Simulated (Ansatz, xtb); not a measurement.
# Relative energy of two isomers of C5H5ClN2

Structure I: `Cc1cc(Cl)ncn1`, a singlet. Structure II: `Cc1nccc(Cl)n1`, a singlet. Both are isolated molecules in the gas phase, relaxed with B3LYP/def2-SVP.

I (Å):

```xyz
13

C     0.5805    1.9448    2.4179
C    -0.2713    0.7909    1.9627
C    -0.7012    0.6795    0.6322
C    -1.4880   -0.4321    0.3250
C    -1.3658   -1.1500    2.4551
Cl   -2.0651   -0.6445   -1.3108
N    -1.8252   -1.3464    1.2165
N    -0.6117   -0.1361    2.8724
H     0.8131    1.8334    3.4845
H     1.5220    1.9893    1.8464
H     0.0595    2.9037    2.2622
H    -0.4392    1.4174   -0.1268
H    -1.6406   -1.9044    3.2021
```

II (Å):

```xyz
13

C     0.3611    2.4864    1.9346
C    -0.2738    1.1465    1.6947
C    -1.3127   -0.3219    0.2941
C    -1.4027   -1.2747    1.3053
C    -0.8641   -0.8818    2.5371
Cl   -0.9183   -1.9947    3.8856
N    -0.7559    0.8797    0.4770
N    -0.3123    0.2946    2.7368
H    -0.1467    3.0036    2.7641
H     1.4127    2.3574    2.2373
H     0.3114    3.0998    1.0269
H    -1.7073   -0.5369   -0.7060
H    -1.8570   -2.2539    1.1558
```

Quicker runs give these differences E(II) − E(I): GFN2-xTB −0.016 eV; HF/STO-3G −0.023 eV (at GFN2-xTB geometries); r2SCAN-D4/def2-SVP −0.035 eV (at GFN2-xTB geometries).

**Question.** Estimate E(II) − E(I) at the level CCSD(T)/def2-SVP + ΔMP2/def2-TZVPP.

**Answer.** CCSD(T)/def2-SVP + ΔMP2/def2-TZVPP gives E(II) − E(I) = −0.018 eV, slightly favouring structure II, which is too small a margin to settle the true order.

Level by level:

```csv
level,geometry,E(II) − E(I) (eV),departure from the last row (eV),"job, with rough time for the two"
GFN2-xTB,GFN2-xTB,−0.016,+0.003,"optimisation, 0.5 s"
HF/STO-3G,GFN2-xTB,−0.023,−0.004,"single point, 2 s"
r2SCAN-D4/def2-SVP,GFN2-xTB,−0.035,−0.017,"single point, 12 s"
B3LYP/def2-SVP,B3LYP/def2-SVP,−0.037,−0.018,"optimisation, 6.2 min"
HF/def2-SVP,B3LYP/def2-SVP,−0.040,−0.022,part of the CCSD(T) run
MP2/def2-SVP,B3LYP/def2-SVP,−0.020,−0.002,part of the CCSD(T) run
CCSD(T)/def2-SVP,B3LYP/def2-SVP,−0.021,−0.003,single point
CCSD(T)/def2-SVP + ΔMP2/def2-TZVPP,B3LYP/def2-SVP,−0.018,,"single point, 3.7 min"
```

As drawn, both hold the same kinds of bond in the same numbers.

The largest departure from CCSD(T)/def2-SVP + ΔMP2/def2-TZVPP is that of HF/def2-SVP, 0.022 eV. A small imaginary or near-zero mode remains, so no thermal terms are given. The last row adds to CCSD(T) the change of the MP2 difference between the two basis sets, here +0.003 eV.

The correlated steps freeze 12 core orbitals. Run with Ansatz 0.2.0, xtb 6.7.1; the last row on 2 threads of Intel(R) Xeon(R) Processor @ 2.50GHz (Skylake/Cascade Lake) on a shared host.
